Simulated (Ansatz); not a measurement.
```xyz
7

O     0.2828   -0.3286    0.9521
B    -0.2046   -0.0083   -0.7230
F    -0.3484   -1.2384   -1.2272
F    -1.3396    0.6947   -0.5092
F     0.8666    0.6999   -1.1458
H    -0.3771    0.0582    1.5402
H     1.1204    0.1225    1.1128
```

The species carries charge 0 and has multiplicity 1.

Question: List the ωB97M-V/def2-TZVPP orbital energies in eV (the Gaussian-basis code of Ansatz). (Best estimate.)

Answer: The calculation gave: Occupied: -677.20, -677.20, -677.02, -528.89, -191.17, -36.91, -35.80, -35.71, -33.88, -20.25, -19.21, -17.73, -17.34, -17.27, -15.70, -14.62, -14.61, -14.16, -14.07, -13.65, -13.41. Lowest empty: 1.17, 3.04, 3.62, 4.51, 4.93, 5.23, 7.03, 10.25.
